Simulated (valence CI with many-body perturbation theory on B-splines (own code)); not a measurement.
The numbers below are computed, except where a source is named.
# Ta49+: magnetic and hyperfine properties of the levels

Level of theory: valence CI with perturbative core correlation (CI+MBPT): six valence electrons over a frozen Dirac-Fock core [Ar], a basis of 7 s, 7 p, 8 d, 6 f, 4 g, 1 h functions for each j, with the one-electron correlation potential Σ1, the two-electron term Σ2, the three-electron term Σ3, Breit, model QED; selected CI, second order for the rest, scaled by the run's own slope (own B-spline code, finite nucleus).

No measured spectrum was set against this ion. As an estimate, large intervals hold to a few tenths of a per cent, small ones and those within an open d or f shell to about a per cent. Core correlation moves these levels by up to 15000 cm⁻¹, and in measured spectra 5 to 20 % of such shifts remained as error; rates that hang on mixing are uncertain with them. Among the levels kept, up to 1000 cm⁻¹ of a level comes from second order outside the variational space, and about a tenth of that is noise between levels of different J, which matters for small intervals. The list stops below the first excitations out of the core. Only levels of the ground parity were solved; by the run's estimate the other parity begins above the list, which can be wrong where configurations are misplaced.

A/g_I is the dipole constant over the nuclear g factor μ/I (μ in nuclear magnetons, uniformly magnetised nucleus), B/Q the quadrupole constant per barn. Both hold the static response of the core; the bare values leave it out. Large factors of s and p1/2 electrons are usually good to 5 to 10 %; those of open d and f shells near neutrality can be off by tens of per cent, and small factors of p3/2, d and f electrons come from cancelling terms and can be off by a factor of two or in sign, in half-filled shells by more. B is blank for J = 1/2, where it vanishes, and for nearly pure S terms. Energies count from the lowest level. Levels with J = 0 are left out.

Levels are named by their leading jj configuration (3d3/2^4 stands for four electrons in 3d with j = 3/2), which in mixed levels can hold well under half, so a name can repeat and another be missing. Letters in brackets count levels of one name in rising energy.

```
                    Level  E (cm⁻¹)      g  A/g_I (MHz)  A/g_I bare  B/Q (MHz/b)  B/Q bare
    (3d3/2^4 3d5/2^2) J=4         0  1.242        35300       36200        62800     63400
    (3d3/2^4 3d5/2^2) J=2     60739  1.266        34600       35600       -36500    -36800
(3d3/2^3 3d5/2^3) J=3 [a]    472420  1.343        21900       23000         3660      3650
(3d3/2^3 3d5/2^3) J=4 [a]    484580  1.174        37900       38500        53700     54300
(3d3/2^3 3d5/2^3) J=1 [a]    510910  1.280        35700       36700       -24000    -24200
    (3d3/2^3 3d5/2^3) J=6    546360  1.100        51300       51700       -60400    -61100
    (3d3/2^3 3d5/2^3) J=5    546880  1.124        45900       46400        30400     30700
(3d3/2^3 3d5/2^3) J=2 [a]    600770  0.977        62500       62600       -46700    -47100
(3d3/2^3 3d5/2^3) J=3 [b]    612150  1.060        55300       55700        15700     15700
(3d3/2^3 3d5/2^3) J=4 [b]    719740  1.046        57300       57600       -47100    -47600
(3d3/2^3 3d5/2^3) J=2 [b]    725010  1.113        48200       48600        82800     83600
(3d3/2^3 3d5/2^3) J=1 [b]    726320  1.194        25900       26600        47800     48300
(3d3/2^3 3d5/2^3) J=3 [c]    741290  1.057        56600       57000       -75300    -76000
(3d3/2^2 3d5/2^4) J=2 [a]    990430  1.435         5240        6630       -15900    -16100
(3d3/2^2 3d5/2^4) J=4 [a]   1038600  1.094        48700       49100        11200     11500
(3d3/2^2 3d5/2^4) J=3 [a]   1065300  1.201        34300       35000       -26100    -26400
    (3d3/2^2 3d5/2^4) J=5   1071300  1.087        52400       52900       -45400    -45900
    (3d3/2^2 3d5/2^4) J=6   1097500  1.045        56800       57100       -64500    -65100
(3d3/2^2 3d5/2^4) J=3 [b]   1124400  0.965        65300       65300         1240      1260
    (3d3/2^2 3d5/2^4) J=1   1145500  0.993        64000       64100       -21800    -22000
(3d3/2^2 3d5/2^4) J=4 [b]   1160200  1.042        59100       59400          951       907
(3d3/2^2 3d5/2^4) J=2 [b]   1170700  1.045        57300       57600       -42500    -43000
(3d3/2^2 3d5/2^4) J=2 [c]   1262100  0.873        77100       76900        -2560     -2550
(3d3/2^2 3d5/2^4) J=4 [c]   1298100  1.151        41900       42500       -69400    -70100
(3d3/2^2 3d5/2^4) J=2 [d]   1439500  1.021        58400       58600        72400     73100
      (3d3/2 3d5/2^5) J=1   1559600  1.491        -6930       -5390       -13800    -14000
      (3d3/2 3d5/2^5) J=4   1657800  1.024        59300       59500       -24700    -24800
      (3d3/2 3d5/2^5) J=2   1706100  1.183        40500       41100       -77600    -78400
      (3d3/2 3d5/2^5) J=3   1722900  1.060        54300       54600       -70100    -70900
```

Take the isotope of mass number 181, with I = 7/2, μ = 2.365 μN and Q = 3.17 b. What is the hyperfine structure of (3d3/2^3 3d5/2^3) J=4 [a]?

From the table A = 25600 MHz, B = 170000 MHz. Shifts from the centre of gravity in MHz: F = 1/2: -365000, F = 3/2: -348000, F = 5/2: -315000, F = 7/2: -260000, F = 9/2: -174000, F = 11/2: -45500, F = 13/2: 141000, F = 15/2: 401000.
